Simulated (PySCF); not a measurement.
Highest occupied level (eV) of eight silicon and germanium compounds: PBE beside PBE0, computed with PySCF for isolated molecules in the bases named; differences from unrounded values. The eight are the first of their class met in an unordered collection, after screening for sound electronic states; none was chosen by its value. Each molecule has one DFT geometry for both levels.

```json
[
 {"molecule": "Si(H)(OH)2(SMe) (CH₆O₂SSi), SMILES CS[SiH](O)O", "basis": "def2-TZVP", "PBE0": "-7.00", "PBE": "-5.76", "difference": "1.23"},
 {"molecule": "CH₈N₂OSi, SMILES C[Si](N)(N)O", "basis": "def2-TZVP", "PBE0": "-7.27", "PBE": "-5.80", "difference": "1.47"},
 {"molecule": "Cl2FH3Si2, SMILES [SiH]([SiH2]F)(Cl)Cl", "basis": "def2-TZVP", "PBE0": "-8.41", "PBE": "-7.16", "difference": "1.25"},
 {"molecule": "CHCl2NO2Si, SMILES Cl[Si](N=C=O)(Cl)O", "basis": "def2-TZVP", "PBE0": "-9.13", "PBE": "-7.69", "difference": "1.44"},
 {"molecule": "N-silylprop-2-yn-1-amine (C₃H₇NSi), SMILES C#CCN[SiH3]", "basis": "def2-TZVP", "PBE0": "-7.16", "PBE": "-5.80", "difference": "1.36"},
 {"molecule": "2,5-dihydro-1H-silole (C4H8Si), SMILES C1=CC[SiH2]C1", "basis": "def2-TZVP", "PBE0": "-7.06", "PBE": "-5.97", "difference": "1.09"},
 {"molecule": "CH8N2OSi2, SMILES N[Si@]1(O)CN[SiH2]1", "basis": "def2-TZVP", "PBE0": "-6.55", "PBE": "-5.22", "difference": "1.34"},
 {"molecule": "Si(H)(Me)3 (C3H10Si), SMILES C[SiH](C)C", "basis": "def2-TZVP", "PBE0": "-8.53", "PBE": "-7.22", "difference": "1.31"}
]
```

PBE lies below PBE0 in 0 and above it in 8 of the eight; the mean signed difference is 1.31 and the largest 1.47 eV.
